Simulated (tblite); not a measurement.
A tight-binding relaxation on `C#C[Si@@]1(Br)[SiH2][SiH2][Si@H]1Cl`.

Computed with GFN2-xTB geometry optimisation, gas phase (tblite 0.8.0). Start geometry: from a force field or distance geometry. A driver script takes a list of jobs; this job's settings line and coordinates (Å) are shown.

Command:
```bash
OMP_NUM_THREADS=1 python probes_run.py task.json out
```

Input:
```
{"job": {"kind": "relax", "xc": "GFN2-xTB", "basis": "xTB"}, "charge": 0, "multiplicity": 1}
C      2.727700    -0.665200     1.756400
C      2.033200    -0.388000     0.796200
Si     1.002400     0.025500    -0.658900
Br     2.208700     0.276300    -2.481500
Si    -0.780400    -1.373500    -0.926100
Si    -1.944500     0.064600     0.424800
Si    -0.511000     1.682900    -0.321000
Cl     0.006500     3.043300     1.114900
H      3.334400    -0.901300     2.601000
H     -0.622800    -2.744600    -0.371600
H     -1.327300    -1.372800    -2.321200
H     -3.367600     0.247200     0.035500
H     -1.773600    -0.267600     1.877900
H     -0.986500     2.372800    -1.548300
```

Q: Give the output.

A: 
```
step      E/eV     max force
  0    -621.03426    1.775
  1    -621.12927    3.271
  2    -621.19603    1.973
  3    -621.24664    0.522
  4    -621.28858    0.605
  5    -621.34663    1.020
  6    -621.38328    0.631
  7    -621.41056    0.469
  8    -621.43420    0.568
  9    -621.45978    0.844
... (83 lines left out)
 93    -621.67816    0.095
 94    -621.67858    0.106
 95    -621.67882    0.054
 96    -621.67901    0.051
 97    -621.67939    0.066
 98    -621.67958    0.069
 99    -621.67975    0.059
100    -621.67982    0.036
101    -621.67986    0.014
102    -621.67988    0.010
```

«max force» is the largest atomic force in eV/Å.

Q: From which step on does the largest force stay under 0.1 eV/Å, and how much energy is left to gain from there?

A: From step 95 (0.054 eV/Å), 1.1 meV above the end.

In short: energy lowered by 14.9 kcal/mol over 102 steps; largest atomic force 0.010 eV/Å at the end.

Q: Give the final coordinates.

A: 1.117 Å rms from the input after alignment:
```
atom  x, y, z in Å
C1     3.5020   -0.4995    1.1420
C2     2.4888   -0.3415    0.5103
Si3    0.9159   -0.0569   -0.4171
Br4    1.7311    0.2077   -2.5508
Si5   -0.9127   -1.5890   -0.4340
Si6   -2.3842    0.2544   -0.2081
Si7   -0.5544    1.7344    0.1119
Cl8   -0.3453    2.1464    2.1200
H9     4.3941   -0.6395    1.6826
H10   -0.8441   -2.5266    0.6940
H11   -1.0178   -2.4503   -1.6161
H12   -3.1771    0.5405   -1.4105
H13   -3.3709    0.1704    0.8744
H14   -0.4262    3.0491   -0.5209
```

Q: How long does this job take on one thread of an Arm Neoverse N1, on a shared host?

A: About 2.7 s.
Labels such as C1 count atoms from 1, the log's own numbers from 0.
